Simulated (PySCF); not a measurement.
Compound: C7H13BO2.
Cartesian coordinates in Å at the PBE0-D3(BJ)/def2-SVP level; atoms count from 1:
```xyz
23
C7H13BO2 angstrom
C     -1.6086   -1.9724   -0.2521
C     -1.8003   -0.6602   -0.4465
C     -3.0400    0.0366    0.0329
C     -0.7867    0.2087   -1.1478
B     -0.1239    1.2297   -0.1351
O     -0.6095    2.4981   -0.0617
O      0.9010    0.9173    0.7159
C      1.4557   -0.3565    0.7813
C      2.5363   -0.7269   -0.1846
C      2.8614   -0.4499    1.2604
H     -0.7135   -2.4783   -0.6253
H     -2.3478   -2.5836    0.2733
H     -2.7940    0.8764    0.7035
H     -3.7177   -0.6487    0.5605
H     -3.5853    0.4790   -0.8179
H     -1.2872    0.7936   -1.9377
H     -0.0155   -0.4181   -1.6206
H     -0.1471    3.0028    0.6184
H      0.7448   -1.1328    1.0842
H      2.5795   -1.7554   -0.5532
H      2.8233    0.0339   -0.9154
H      3.3540    0.4992    1.4860
H      3.1409   -1.2812    1.9121
```

Computed with PySCF at PBE0/pcSseg-1, non-relativistic, on one gas-phase PBE0-D3(BJ)/def2-SVP geometry that isn't relaxed in the solvent. The solvent is an IEF-PCM continuum (van der Waals radii × 1.2). The model holds no explicit solvent molecules, cavitation or dispersion.

| run | E − E(gas) (kcal/mol) | HOMO (eV) | HOMO–LUMO gap (eV) | dipole (D) |
| --- | --- | --- | --- | --- |
| gas | 0.00 | -6.85 | 7.20 | 1.17 |
| P | -4.76 | -6.88 | 7.21 | 1.37 |
| Q | -4.57 | -6.87 | 7.21 | 1.36 |

Task: The runs were made in dichloromethane and tetrahydrofuran. Which run belongs to which solvent?

Result: P = dichloromethane, Q = tetrahydrofuran. The dielectric constants are 7.426 (tetrahydrofuran), 8.93 (dichloromethane), and the energy falls further as ε rises. In this model the ground state sees the solvent through ε alone.

Task: How constant is the ratio of the lowering to (ε − 1)/(2ε + 1)?

Result: 
| solvent | (ε − 1)/(2ε + 1) | E − E(gas) (kcal/mol) | ratio (kcal/mol) | polarisation term (kcal/mol) |
| --- | --- | --- | --- | --- |
| tetrahydrofuran | 0.405 | -4.57 | -11.3 | -4.84 |
| dichloromethane | 0.420 | -4.76 | -11.3 | -5.05 |

The ratio changes by +0.4 % in size from tetrahydrofuran to dichloromethane. The polarisation term is half the interaction of the solute with the induced surface charges.
